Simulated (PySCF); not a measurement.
Isomers of C3H7FOSi, mass 106.025 u with the commonest isotopes. Level of theory: PBE0-D3(BJ)/def2-SVP geometry optimisation, gas phase (PySCF 2.14.0). One conformer each, none proved a minimum here; rigid rotors.

Problem. Order these by rotational constant A, largest first.
A. `[CH2:1]=[C:2]([CH2:3][F:4])[SiH2:5][OH:6]` with C1–C2–C3–F4 -146°, C1–C2–Si5–O6 118°, C2–Si5–O6–H 41°
B. `[CH3:1][O:2][C@@:3]1([F:4])[CH2:5][SiH2:6]1` with C1–O2–C3–F4 -67°
C. `[F:1][CH2:2]/[CH:3]=[CH:4]\[O:5][SiH3:6]` with F1–C2–C3–C4 125°, C3–C4–O5–Si6 -161°
D. `[F:1][C@@H:2]1[CH2:3][C@@H:4]1[O:5][SiH3:6]` with C3–C4–O5–Si6 -116°

Solution. C (8653 MHz), D (5238 MHz), B (5020 MHz), A (3298 MHz).

Problem. Order these by dipole moment, largest first.
A. `[F:1][C@@H:2]1[CH2:3][C@@H:4]1[O:5][SiH3:6]` with C3–C4–O5–Si6 -116°
B. `[CH3:1][O:2][C@@:3]1([F:4])[CH2:5][SiH2:6]1` with C1–O2–C3–F4 -67°
C. `[F:1][CH2:2]/[CH:3]=[CH:4]\[O:5][SiH3:6]` with F1–C2–C3–C4 125°, C3–C4–O5–Si6 -161°

Solution. C (2.70 D), A (1.84 D), B (1.64 D).

Problem. Order these by rotational constant B, smallest first.
A. `[CH3:1][O:2][C@@:3]1([F:4])[CH2:5][SiH2:6]1` with C1–O2–C3–F4 -67°
B. `[CH2:1]=[C:2]([CH2:3][F:4])[O:5][SiH3:6]` with C1–C2–C3–F4 0°, C1–C2–O5–Si6 -6°
C. `[F:1][C@@H:2]1[CH2:3][C@@H:4]1[O:5][SiH3:6]` with C3–C4–O5–Si6 -116°
D. `[CH2:1]=[C:2]([CH2:3][F:4])[SiH2:5][OH:6]` with C1–C2–C3–F4 -146°, C1–C2–Si5–O6 118°, C2–Si5–O6–H 41°
E. `[F:1][CH2:2]/[CH:3]=[CH:4]\[O:5][SiH3:6]` with F1–C2–C3–C4 125°, C3–C4–O5–Si6 -161°

Solution. E (1075 MHz), B (1356 MHz), A (2120 MHz), C (2195 MHz), D (2573 MHz).

```csv
SMILES,point group,Ia (u·Å²),Ib (u·Å²),Ic (u·Å²),κ,μa (D),μb (D),μc (D)
F[C@@H]1C[C@@H]1O[SiH3],C1,96.48,230.23,293.37,-0.73,1.37,0.47,1.12
FC/C=C\O[SiH3],C1,58.40,470.29,499.62,-0.98,2.46,0.99,0.47
C=C(CF)[SiH2]O,C1,153.24,196.38,310.70,0.13,2.67,0.72,0.40
C=C(CF)O[SiH3],near Cs,59.01,372.76,422.31,-0.96,1.68,0.44,0.05
CO[C@@]1(F)C[SiH2]1,C1,100.67,238.40,267.98,-0.85,0.09,1.12,1.20
```
